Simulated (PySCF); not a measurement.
Ionisation energy along the 20-electron series

Calculated with PySCF 2.14 and a two-component X2C-1e Hamiltonian (Gaussian nucleus, no Breit or QED terms), each ion in its own even-tempered basis scaled to its charge; GMP2 freezes [Ne] and drops the highest virtual spinors. Values in eV. NIST values: (m) measured, (s) semi-empirical, (t) theoretical.

```json
{"ion": "Ho⁴⁷⁺", "configuration": "[Ar] 3d2", "GHF (spin-free)": "3987.4", "GMP2 (spin-free)": "3986.9", "GHF (screened spin-orbit)": "4011.6", "GMP2 (screened spin-orbit)": "4011.4", "NIST": "4009 ± 4 (t)"}
{"ion": "Er⁴⁸⁺", "configuration": "[Ar] 3d2", "GHF (spin-free)": "4146.4", "GMP2 (spin-free)": "4145.9", "GHF (screened spin-orbit)": "4172.7", "GMP2 (screened spin-orbit)": "4172.4", "NIST": "4170 ± 4 (t)"}
{"ion": "Tm⁴⁹⁺", "configuration": "[Ar] 3d2", "GHF (spin-free)": "4308.4", "GMP2 (spin-free)": "4307.9", "GHF (screened spin-orbit)": "4336.8", "GMP2 (screened spin-orbit)": "4336.5", "NIST": "4335 ± 4 (t)"}
```

Between Z = 67 and Z = 69 the GMP2 (screened spin-orbit) value grows as Z to the power 2.65.
